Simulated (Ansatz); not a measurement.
`CO[Si](F)(F)S` → `F[SiH](F)S` + `C=O` at 298.15 K and 1 bar (β-hydride elimination).

Isolated molecules relaxed with PBE0-D4/def2-TZVP in Ansatz; ΔE leaves out vibrations. CBS: MP2 limit from def2 TZ/QZ plus the TZ coupled-cluster correction, frozen cores. This one scheme is used for every species. One conformer a species, not always the lowest.

| species | CCSD(T)/CBS energy (Eh) | H − E (kJ/mol) | S (J/(mol·K)) |
| --- | --- | --- | --- |
| `CO[Si](F)(F)S` | -1002.28710 | 179.7 | 383.9 |
| `F[SiH](F)S` | -887.80771 | 81.0 | 314.2 |
| `C=O` | -114.39408 | 80.1 | 218.6 |

H − E and S are ideal-gas, rigid-rotor, harmonic terms from PBE0-D4/def2-TZVP, for one conformer and one mirror image of each species. 1 Eh = 2625.50 kJ/mol, R = 8.31446 J/(mol·K).

By hand: ΔE, ΔH, ΔS and ΔG.

ΔE = (-887.80771) + (-114.39408) − (-1002.28710) = 0.08531 Eh = 224.0 kJ/mol. Δ(H − E) = 81.0 + 80.1 − 179.7 = -18.6, so ΔH = 205.4 kJ/mol. ΔS = 314.2 + 218.6 − 383.9 = 148.9 J/(mol·K). ΔG = 205.4 − 298.15 × (148.9)/1000 = 161.0 kJ/mol.

By hand: the equilibrium constant, and the temperature at which ΔG would vanish if ΔH and ΔS stayed fixed.

log₁₀ K = −ΔG/(RT ln 10) = -28.2. ΔG = 0 at ΔH/ΔS = 1379 K.

The number of gas molecules changes by +1, which sets the sign of ΔS. A doubt of 5 kJ/mol in ΔE shifts log₁₀ K by 0.9 here. Other conformers and mirror images would add mixing entropy, several J/(mol·K) or more a flexible species. These are equilibria of isolated gas molecules and say nothing of rates. Largest T1 diagnostic: 0.015 (customary marks: 0.02 for closed shells, 0.045 for open ones).
